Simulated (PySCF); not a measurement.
## Electron correlation in N²⁺ (nitrogen, charge +2)

[He] 2s2 2p1, 2P determinant. Calculation: PySCF 2.14, in cc-pVTZ-DK (4s3p2d1f, 30 functions); the spin-free X2C one-electron Hamiltonian (Gaussian nucleus). Frozen: 1s2; 3 electrons correlated.

MP2 pair energies summed by pair of shells (mhartree):

```
 pair  energy  share (%)
2s-2s  -33.17       58.9
2s-2p  -23.17       41.1
```

Total MP2 correlation energy: -56.34 mhartree.

Same-spin part -3.63 and opposite-spin part -52.71 mhartree; SCS-MP2 scales them by 1/3 and 6/5 to -64.47 mhartree.

```
  level  correlation energy (mhartree)
   CCSD                         -83.03
    (T)                          -1.03
CCSD(T)                         -84.06
```

Diagnostics: T1 = 0.0069, D1 = 0.0132, largest double amplitude 0.136.

Cost of the coupled-cluster step: 0.15 s of wall time on 1 thread of Intel(R) Xeon(R) 6975P-C (shared host), for 3 correlated electrons.
